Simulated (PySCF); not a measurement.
Compound: C4H5F2NO2.
SMILES with atom numbers: `[CH2:1]=[C:2]([O:3][CH:4]([F:5])[F:6])[C:7]([NH2:8])=[O:9]` (hydrogens: H10, H11 on C1; H12 on C4; H13, H14 on N8)

Level of theory: PBE/6-31G* geometry optimisation, gas phase (PySCF 2.14.0).

**Question.** What internal coordinates does the optimisation give?

**Answer.** 
| bond | length (pm) |
| --- | --- |
| C1=C2 | 134.8 |
| C2–O3 | 137.9 |
| O3–C4 | 140.0 |
| C4–F5 | 135.2 |
| C4–F6 | 137.2 |
| C2–C7 | 151.2 |
| C7–N8 | 137.4 |
| C7=O9 | 123.5 |
| C1–H10 | 109.3 |
| C1–H11 | 109.1 |
| C4–H12 | 109.9 |
| N8–H13 | 101.9 |
| N8–H14 | 101.7 |

A selection of angles:
| angle | degrees |
| --- | --- |
| C1–C2–O3 | 118.5 |
| C1–C2–C7 | 123.3 |
| O3–C2–C7 | 117.7 |
| C2–O3–C4 | 118.5 |
| O3–C4–F5 | 105.2 |
| O3–C4–F6 | 109.7 |
| F5–C4–F6 | 108.7 |
| C2–C7–N8 | 114.5 |
| C2–C7–O9 | 122.1 |
| N8–C7–O9 | 123.3 |
| H13–N8–C7 | 116.0 |
| H14–N8–C7 | 119.9 |

Dihedral angles: C1–C2–O3–C4 -155° (antiperiplanar); C2–O3–C4–F5 166° (antiperiplanar); C1–C2–C7–N8 33° (synclinal). The mirror-image conformer, all signs reversed, is as good.

The C–C distances run from 1.348 Å (C1=C2, drawn double) to 1.512 Å (C2–C7, drawn single), a spread of 0.164 Å. Of the pairs four or more bonds apart, O9···H12 is among the closest relative to their van der Waals radii: 2.30 Å, 84 % of the sum of Bondi's values. The 3 C–O bonds span 1.235 Å (C7=O9, drawn double) to 1.400 Å (O3–C4, drawn single), a spread of 0.165 Å. N8 (amide nitrogen) has angles 119.9°, 117.4° and 116.0°, sum 353.4°, 0.17 Å off the plane of its three neighbours. The C–F distances run from 1.352 Å (C4–F5, drawn single) to 1.372 Å (C4–F6, drawn single), a spread of 0.020 Å.

Point group: C1 (no symmetry element, even within 0.4 Å). PBE/6-31G* frequencies: not computed here. One conformer, not necessarily the lowest (C1–C2–O3–C4 -155°, C2–O3–C4–F5 166°, C1–C2–C7–N8 33°, C2–C7–N8–H 175° and 24°).

Hardware: an Intel Xeon Platinum 8488C with one thread, no GPU, shared host. Cost: 1.9 min, 0.53 GiB resident at most. That covers the optimisation of the geometry.
